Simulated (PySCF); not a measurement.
## Computed vibrations of Ho(SH)3

Ho(SH)3 (singlet in the valence; each metal's 4f electrons, 10 of them, lie in its core potential, out of spins and levels). PySCF 2.14.0, RKS PBE0, Ho lcecp-1-SVP with ECP56, S def2-SVP, H def2-SVP; non-relativistic Hamiltonian with scalar-relativistic core potentials where named; density fitting; no spin-orbit coupling. Central differences of gradients.

```xyz
7

Ho    0.0000    0.0000   -0.3087
S     2.4441    0.0000    0.4743
H     2.1326    0.0000    1.7905
S    -1.2221    2.1167    0.4743
H    -1.0663    1.8468    1.7905
S    -1.2221   -2.1167    0.4743
H    -1.0663   -1.8468    1.7905
```

Run from Python with OMP_NUM_THREADS=2. Where DIIS fails, smearing, a level shift and second-order steps follow.
It took 47 s on 2 threads of Arm Neoverse V2, on a shared host.

Problem. What are the harmonic wavenumbers and infrared intensities?

Solution. Modes are labelled in C3v; negative numbers are unstable modes, those under 60 cm⁻¹ near the noise; a finer grid moves soft modes by up to 10 cm⁻¹.
```csv
cm⁻¹,km/mol,symmetry
-281,–,a2
-206,–,e
-206,–,e
63,19.8,a1
88,4.3,e
88,4.3,e
302,19.5,e
302,19.5,e
310,8.7,a1
345,70.1,e
345,70.1,e
380,25.4,a1
2705,2.6,e
2705,2.6,e
2706,0.0,a1
```

Problem. Is this a minimum?

Solution. No: 3 unstable; the lowest moves the atoms so:
```
Ho   0.00  0.00  0.00
S    0.00  0.02  0.00
H    0.00 -0.58  0.00
S   -0.01 -0.01  0.00
H    0.50  0.29  0.00
S    0.01 -0.01  0.00
H   -0.50  0.29  0.00
```

An lcecp potential fixes the number of 4f electrons, so in runs with it no electron can move into or out of that shell.
